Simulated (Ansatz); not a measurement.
Consider the ligand exchange at the Si–F bond: `F[SiH2]S[SiH2]Cl` + HCl → `Cl[SiH2]S[SiH2]Cl` + H–F.

Isolated molecules relaxed with PBE0-D4/def2-TZVP in Ansatz; ΔE leaves out vibrations. CCSD(T)/CBS is the MP2 limit (def2-TZVPP, def2-QZVPP) plus CCSD(T) − MP2 in def2-TZVPP, frozen cores. This one scheme is used for every species. Functionals use def2-TZVPP. Each species was taken in one conformer, which may not be the lowest.

`F[SiH2]S[SiH2]Cl`:

Z-matrix (Å, degrees):
```
Si
S 1 2.123
F 1 1.596 2 110.7
H 1 1.477 2 107.2 3 117.5
H 1 1.479 2 110.5 3 -118.7
Si 2 2.128 1 97.6 3 84.9
Cl 6 2.050 2 111.7 1 83.0
H 6 1.479 2 110.4 1 -36.4
H 6 1.477 2 106.9 1 -158.8
```

HCl:

Z-matrix (Å, degrees):
```
Cl
H 1 1.279
```

`Cl[SiH2]S[SiH2]Cl`:

Cartesian coordinates in Å:
```
Cl -2.170 -1.102 -0.417
Si -0.562 -1.300 0.840
S 0.294 0.584 1.341
Si 0.615 1.406 -0.596
Cl 1.687 0.138 -1.799
H -1.023 -1.872 2.123
H 0.416 -2.175 0.164
H -0.661 1.685 -1.284
H 1.403 2.636 -0.372
```

H–F:

Cartesian coordinates in Å:
```
F -0.422 0.156 0.095
H 0.422 -0.156 -0.095
```

```csv
level,ΔE (kJ/mol),difference from CCSD(T)/CBS
PBE-D4,31.9,-4.8
r2SCAN-D4,41.0,4.3
ωB97X-V,41.4,4.7
ωB97M-V,40.1,3.4
PBE,37.8,1.1
MP2/def2-TZVPP,35.1,-1.6
CCSD/def2-TZVPP,44.4,7.7
MP2/def2-QZVPP,33.0,-3.7
HF/CBS(def2),57.1,20.4
CCSD/CBS(def2),39.5,2.8
CCSD(T)/CBS,36.7,0
```

Largest T1 diagnostic among the species: 0.011.

The D4 term adds −9.9 kJ/mol with B3LYP and −5.4 kJ/mol with PBE0; it sums over pairs of atoms, weighted by their polarisabilities, and B3LYP, whose exchange is more repulsive, gets the larger term. In def2-TZVPP, CCSD(T) changes the Hartree–Fock value by −13.2 kJ/mol (the triples alone add −2.8 kJ/mol) and MP2 by −19.7 kJ/mol.

B3LYP here is the variant with VWN-RPA as its local correlation; programs differ in this.
